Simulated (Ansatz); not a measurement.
```
atom    x (Å)    y (Å)    z (Å)
   C   0.5028  -0.0104  -0.0475
   H   1.0938   0.6769   0.6109
   H   1.1138  -0.6084  -0.6133
   F  -0.3106   0.8060  -0.7436
   F  -0.2633  -0.8180   0.7834
```

Basis set: aug-cc-pVDZ (spherical functions). Left uncorrelated: 3 orbitals. Charge 0, multiplicity 1.

Computed with Ansatz (development build ahead of 0.2.0); each method stands on the lowest determinant of its kind that the runs found. Restricted open shells among the atoms or ions are ROHF, correlated in semicanonical orbitals with singles.

Problem. Give the atomization energy at this shape (free ground-state atoms in the same class of orbitals less the molecule, no zero-point energy) of singlet CH₂F₂ by RHF-MP2, RHF.

Solution.

| method | atomization energy |
| --- | --- |
| RHF-MP2 | 418.34 kcal/mol |
| RHF | 306.67 kcal/mol |
